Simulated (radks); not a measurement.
Values are calculated unless marked as measured or tabulated.
Trend from K2+ to Kr2+: ionisation energy by Delta-SCF between NIST ground configurations, and size. Code: a radial shooting solver on a logarithmic mesh with Libxc functionals. Model: scalar-relativistic Kohn-Sham, LDA (Slater exchange, Perdew-Wang correlation), spin-unpolarised, spherical densities, point nucleus.

| species | configuration | configuration of the ion | IE (eV) | NIST (eV) | kind | -e(HOMO) (eV) | outermost | <r> outermost (bohr) | r at 0.001 e/bohr^3 (bohr) |
|---|---|---|---|---|---|---|---|---|---|
| K2+ | [Ne] 3s2 3p5 | [Ne] 3s2 3p4 | 46.956 | 45.803 | semi-emp. | 39.276 (3p) | 3p | 1.35 | 3.09 |
| Ca2+ | [Ar] | [Ne] 3s2 3p5 | 51.310 | 50.913 | exp. | 43.121 (3p) | 3p | 1.26 | 2.99 |
| Sc2+ | [Ar] 3d1 | [Ar] | 25.093 | 24.757 | exp. | 18.129 (3d) | 3d | 1.56 | 3.10 |
| Ti2+ | [Ar] 3d2 | [Ar] 3d1 | 27.193 | 27.492 | exp. | 19.927 (3d) | 3d | 1.43 | 3.15 |
| V2+ | [Ar] 3d3 | [Ar] 3d2 | 29.162 | 29.311 | exp. | 21.587 (3d) | 3d | 1.32 | 3.15 |
| Cr2+ | [Ar] 3d4 | [Ar] 3d3 | 31.030 | 30.96 | exp. | 23.144 (3d) | 3d | 1.23 | 3.13 |
| Mn2+ | [Ar] 3d5 | [Ar] 3d4 | 32.816 | 33.67 | exp. | 24.622 (3d) | 3d | 1.15 | 3.09 |
| Fe2+ | [Ar] 3d6 | [Ar] 3d5 | 34.533 | 30.65 | exp. | 26.035 (3d) | 3d | 1.08 | 3.05 |
| Co2+ | [Ar] 3d7 | [Ar] 3d6 | 36.193 | 33.5 | semi-emp. | 27.395 (3d) | 3d | 1.02 | 3.01 |
| Ni2+ | [Ar] 3d8 | [Ar] 3d7 | 37.803 | 35.19 | exp. | 28.710 (3d) | 3d | 0.968 | 2.97 |
| Cu2+ | [Ar] 3d9 | [Ar] 3d8 | 39.369 | 36.84 | exp. | 29.986 (3d) | 3d | 0.922 | 2.92 |
| Zn2+ | [Ar] 3d10 | [Ar] 3d9 | 40.896 | 39.723 | exp. | 31.226 (3d) | 3d | 0.880 | 2.88 |
| Ga2+ | [Ar] 3d10 4s1 | [Ar] 3d10 | 31.596 | 30.726 | exp. | 26.473 (4s) | 4s | 2.06 | 3.28 |
| Ge2+ | [Ar] 3d10 4s2 | [Ar] 3d10 4s1 | 35.215 | 34.058 | exp. | 29.632 (4s) | 4s | 1.93 | 3.40 |
| As2+ | [Ar] 3d10 4s2 4p1 | [Ar] 3d10 4s2 | 28.036 | 28.35 | exp. | 22.953 (4p) | 4p | 2.13 | 3.56 |
| Se2+ | [Ar] 3d10 4s2 4p2 | [Ar] 3d10 4s2 4p1 | 31.153 | 31.70 | exp. | 25.704 (4p) | 4p | 1.98 | 3.58 |
| Br2+ | [Ar] 3d10 4s2 4p3 | [Ar] 3d10 4s2 4p2 | 34.220 | 34.87 | exp. | 28.429 (4p) | 4p | 1.85 | 3.54 |
| Kr2+ | [Ar] 3d10 4s2 4p4 | [Ar] 3d10 4s2 4p3 | 37.274 | 35.84 | exp. | 31.155 (4p) | 4p | 1.73 | 3.48 |

Reference values: NIST Atomic Spectra Database (exp. = measured, semi-emp. = semi-empirical, theory = theoretical value adopted there). Spin polarisation and multiplet splitting are left out, so open shells lie too high by an amount that depends on their filling.

Beside tabulated values, note that spin-unpolarised runs miss the spin-polarisation part of the exchange energy of open shells.
